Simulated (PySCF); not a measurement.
Al(OH)(OMe)(SiH3) (CH₇AlO₂Si), SMILES C[O][Al]([OH])[SiH3].

Coordinates come from a B3LYP-D3(BJ)/def2-SVP optimisation. Other conformers were not sampled.

Computed with B3LYP-D3(BJ)/def2-SVP (PySCF 2.14.0).

Frequencies are harmonic and unscaled.

A small imaginary wavenumber (i) marks a very flat motion, where grid noise or a shallow saddle decides the sign.

**Question.** Estimate the vibrational spectrum. (Estimate from the structure and the level; the computed values follow.)

**Answer.** 
```json
[
 {"mode": "1", "ν (cm⁻¹)": "23i", "IR (km/mol)": "0.0", "Raman (Å⁴/amu)": "0.0", "depolarisation": "–", "moving atoms (share of kinetic energy)": "H 95 %"},
 {"mode": "2", "ν (cm⁻¹)": "61", "IR (km/mol)": "0.0", "Raman (Å⁴/amu)": "0.0", "depolarisation": "–", "moving atoms (share of kinetic energy)": "H 94 %"},
 {"mode": "3", "ν (cm⁻¹)": "77", "IR (km/mol)": "1.7", "Raman (Å⁴/amu)": "0.9", "depolarisation": "0.72", "moving atoms (share of kinetic energy)": "C 32 %, H 26 %, O 20 %, Al 12 %, Si 11 %"},
 {"mode": "4", "ν (cm⁻¹)": "91", "IR (km/mol)": "0.5", "Raman (Å⁴/amu)": "0.1", "depolarisation": "0.75", "moving atoms (share of kinetic energy)": "O 44 %, H 26 %, C 17 %, Al 9 %"},
 {"mode": "5", "ν (cm⁻¹)": "124", "IR (km/mol)": "3.2", "Raman (Å⁴/amu)": "0.7", "depolarisation": "0.67", "moving atoms (share of kinetic energy)": "O 51 %, H 17 %, Si 12 %, C 11 %, Al 9 %"},
 {"mode": "6", "ν (cm⁻¹)": "208", "IR (km/mol)": "11.3", "Raman (Å⁴/amu)": "0.3", "depolarisation": "0.75", "moving atoms (share of kinetic energy)": "Al 50 %, O 26 %, H 24 %"},
 {"mode": "7", "ν (cm⁻¹)": "236", "IR (km/mol)": "43.6", "Raman (Å⁴/amu)": "3.3", "depolarisation": "0.43", "moving atoms (share of kinetic energy)": "O 50 %, Si 27 %, H 16 %"},
 {"mode": "8", "ν (cm⁻¹)": "337", "IR (km/mol)": "165.7", "Raman (Å⁴/amu)": "1.2", "depolarisation": "0.75", "moving atoms (share of kinetic energy)": "H 80 %, O 16 %"},
 {"mode": "9", "ν (cm⁻¹)": "388", "IR (km/mol)": "37.9", "Raman (Å⁴/amu)": "18.0", "depolarisation": "0.10", "moving atoms (share of kinetic energy)": "Si 33 %, Al 27 %, O 21 %, H 16 %"},
 {"mode": "10", "ν (cm⁻¹)": "474", "IR (km/mol)": "3.2", "Raman (Å⁴/amu)": "2.5", "depolarisation": "0.75", "moving atoms (share of kinetic energy)": "H 82 %, Si 10 %"},
 {"mode": "11", "ν (cm⁻¹)": "481", "IR (km/mol)": "12.2", "Raman (Å⁴/amu)": "4.4", "depolarisation": "0.72", "moving atoms (share of kinetic energy)": "H 84 %, Si 12 %"},
 {"mode": "12", "ν (cm⁻¹)": "516", "IR (km/mol)": "138.4", "Raman (Å⁴/amu)": "3.3", "depolarisation": "0.36", "moving atoms (share of kinetic energy)": "H 67 %, O 31 %"},
 {"mode": "13", "ν (cm⁻¹)": "703", "IR (km/mol)": "121.1", "Raman (Å⁴/amu)": "5.3", "depolarisation": "0.30", "moving atoms (share of kinetic energy)": "Al 46 %, C 20 %, O 20 %, H 12 %"},
 {"mode": "14", "ν (cm⁻¹)": "867", "IR (km/mol)": "265.1", "Raman (Å⁴/amu)": "6.3", "depolarisation": "0.63", "moving atoms (share of kinetic energy)": "H 58 %, Al 18 %, O 17 %"},
 {"mode": "15", "ν (cm⁻¹)": "892", "IR (km/mol)": "49.9", "Raman (Å⁴/amu)": "2.6", "depolarisation": "0.74", "moving atoms (share of kinetic energy)": "H 40 %, O 29 %, Al 27 %"},
 {"mode": "16", "ν (cm⁻¹)": "946", "IR (km/mol)": "52.4", "Raman (Å⁴/amu)": "28.9", "depolarisation": "0.75", "moving atoms (share of kinetic energy)": "H 97 %"},
 {"mode": "17", "ν (cm⁻¹)": "947", "IR (km/mol)": "41.2", "Raman (Å⁴/amu)": "27.9", "depolarisation": "0.75", "moving atoms (share of kinetic energy)": "H 98 %"},
 {"mode": "18", "ν (cm⁻¹)": "1179", "IR (km/mol)": "50.2", "Raman (Å⁴/amu)": "3.4", "depolarisation": "0.71", "moving atoms (share of kinetic energy)": "H 67 %, C 22 %, O 10 %"},
 {"mode": "19", "ν (cm⁻¹)": "1187", "IR (km/mol)": "0.8", "Raman (Å⁴/amu)": "1.0", "depolarisation": "0.75", "moving atoms (share of kinetic energy)": "H 76 %, C 19 %"},
 {"mode": "20", "ν (cm⁻¹)": "1246", "IR (km/mol)": "379.6", "Raman (Å⁴/amu)": "1.7", "depolarisation": "0.18", "moving atoms (share of kinetic energy)": "O 55 %, C 31 %, H 10 %"},
 {"mode": "21", "ν (cm⁻¹)": "1472", "IR (km/mol)": "1.0", "Raman (Å⁴/amu)": "23.2", "depolarisation": "0.75", "moving atoms (share of kinetic energy)": "H 97 %"},
 {"mode": "22", "ν (cm⁻¹)": "1478", "IR (km/mol)": "1.7", "Raman (Å⁴/amu)": "27.4", "depolarisation": "0.70", "moving atoms (share of kinetic energy)": "H 96 %"},
 {"mode": "23", "ν (cm⁻¹)": "1486", "IR (km/mol)": "26.9", "Raman (Å⁴/amu)": "11.2", "depolarisation": "0.64", "moving atoms (share of kinetic energy)": "H 88 %, C 10 %"},
 {"mode": "24", "ν (cm⁻¹)": "2195", "IR (km/mol)": "66.3", "Raman (Å⁴/amu)": "219.9", "depolarisation": "0.05", "moving atoms (share of kinetic energy)": "H 98 %"},
 {"mode": "25", "ν (cm⁻¹)": "2199", "IR (km/mol)": "95.5", "Raman (Å⁴/amu)": "139.2", "depolarisation": "0.72", "moving atoms (share of kinetic energy)": "H 96 %"},
 {"mode": "26", "ν (cm⁻¹)": "2209", "IR (km/mol)": "94.2", "Raman (Å⁴/amu)": "129.3", "depolarisation": "0.54", "moving atoms (share of kinetic energy)": "H 96 %"},
 {"mode": "27", "ν (cm⁻¹)": "2971", "IR (km/mol)": "119.7", "Raman (Å⁴/amu)": "165.8", "depolarisation": "0.01", "moving atoms (share of kinetic energy)": "H 97 %"},
 {"mode": "28", "ν (cm⁻¹)": "3040", "IR (km/mol)": "60.8", "Raman (Å⁴/amu)": "111.6", "depolarisation": "0.53", "moving atoms (share of kinetic energy)": "H 91 %, C 9 %"},
 {"mode": "29", "ν (cm⁻¹)": "3057", "IR (km/mol)": "44.2", "Raman (Å⁴/amu)": "127.1", "depolarisation": "0.75", "moving atoms (share of kinetic energy)": "H 90 %, C 10 %"},
 {"mode": "30", "ν (cm⁻¹)": "3927", "IR (km/mol)": "69.8", "Raman (Å⁴/amu)": "209.5", "depolarisation": "0.30", "moving atoms (share of kinetic energy)": "H 94 %"}
]
```
